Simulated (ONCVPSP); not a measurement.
**Hf: ONCV pseudisation with PBE, fully relativistic reference atom.**

```
Element                 : hafnium (Hf)
Generator               : ONCVPSP 4.0.1
Type                    : optimised norm-conserving Vanderbilt (ONCV)
Functional              : PBE
Relativity              : fully relativistic
Frozen core             : [Kr] 4d10 4f14
Valence charge          : 12
Reference configuration : 5s2 5p6 5d2 6s2
Partial waves           : 5s+6s: rc 1.75 bohr, ncon 4, nbas 8, qcut 7.3 1/bohr, 2 projectors; 5p: rc 1.90 bohr, ncon 3, nbas 7, qcut 8.3 1/bohr, 3 projectors, debl 3 Ha; 5d: rc 1.85 bohr, ncon 4, nbas 7, qcut 5.1 1/bohr, 2 projectors, debl 2.3 Ha
Local potential         : polynomial inside 1.65 bohr (lpopt 5, dvloc0 1 Ha)
Core correction         : Teter function, fcfact 1.75, rcfact 1.5
```

Open shells are filled in proportion to 2j + 1.

Poles of the logarithmic derivatives, all-electron (AE) and pseudo (PS). s: poles at -2.0 (AE) and -2.0 (PS) Ha. p3/2: poles at -0.6 (AE) and -0.6 (PS) Ha. p1/2: poles at -1.1 (AE) and -1.1 (PS) Ha. d5/2: poles at 1.5 (AE) and 1.5 (PS) Ha. d3/2: poles at 1.4 (AE) and 1.4 (PS) Ha. Test radii: s 1.78, p3/2 1.92, p1/2 1.92, d5/2 1.88, d3/2 1.88 bohr.

* Cutoffs needed: 19 Ha and 24 Ha (the cutoffs (Ha) at which the residual kinetic energy of the hardest occupied pseudo-wave falls to 1 and 0.1 mHa per electron)
* Ghost test: no bound ghost flagged; no localised positive-energy state flagged
* Configuration tests: 1 of 4 tests not solved or not reliable
* rms error of d²Exc/dni dnj: 8.92 mHa without and 4.73 mHa with the model core
